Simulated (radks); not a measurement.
Question: The mean radii <r> (bohr) of the occupied orbitals of an atom or ion are listed with their occupations. All-electron calculation, non-relativistic Kohn-Sham, exchange-only B88, spin-polarised, spherical densities, point nucleus. Program: a radial shooting solver on a logarithmic mesh with Libxc functionals.

| orbital | occ. | <r> |
|---|---|---|
| 1s | 2 | 0.01916 |
| 2s | 2 | 0.08072 |
| 2p | 6 | 0.06821 |
| 3s | 2 | 0.2037 |
| 3p | 6 | 0.1941 |
| 3d | 10 | 0.1695 |
| 4s | 2 | 0.4487 |
| 4p | 6 | 0.4528 |
| 4d | 10 | 0.4609 |
| 4f | 14 | 0.4869 |
| 5s | 2 | 1.028 |
| 5p | 6 | 1.120 |
| 5d | 10 | 1.559 |

Name the element and its charge. Open shells, if any, are filled with parallel spins first.

Answer: Z = 79, gold, charge +1: Au+ in [Xe] 4f14 5d10. The 1s radius gives Z: for a bare nucleus <r> = 1.5/Z, 0.01899 bohr for Z = 79, and screening makes it slightly larger (0.01916 here). The occupations add up to 78, and the charge is Z minus that.
